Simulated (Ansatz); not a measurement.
BBrH4N2 (`NB(N)Br`). The species carries charge 0 and has multiplicity 1. Geometry: relaxed with PBE0-D4/def2-TZVP. It is one conformer, not always the lowest.

```xyz
8

N     0.985   -0.586   -0.561
B     0.080    0.351   -0.043
N    -1.110    0.037    0.628
Br    0.512    2.244   -0.273
H     1.824   -0.309   -1.034
H     0.852   -1.579   -0.493
H    -1.725    0.746    0.981
H    -1.419   -0.904    0.795
```

What is the dipole moment at ωB97M-V/def2-TZVPP? (Best estimate.)

Computed: 3.08 D, with components (-0.68, -2.98, 0.36) D in this frame, pointing from negative to positive charge.

And with PBE, r2SCAN, B3LYP? (Best estimate.)

The calculation gave: PBE 3.03 D, r2SCAN 3.11 D, B3LYP 3.05 D.

Give the Mulliken charges with ωB97M-V, r2SCAN, B3LYP in def2-TZVPP. (Best estimate.)

The calculation gave: 
```tsv
atom	ωB97M-V	r2SCAN	B3LYP
N1	-0.25	-0.35	-0.29
B2	0.18	0.25	0.19
N3	-0.25	-0.35	-0.29
Br4	-0.19	-0.22	-0.22
H5	0.14	0.18	0.16
H6	0.11	0.16	0.14
H7	0.14	0.18	0.16
H8	0.11	0.16	0.14
```

B3LYP here is the variant with VWN-RPA as its local correlation; programs differ in this.
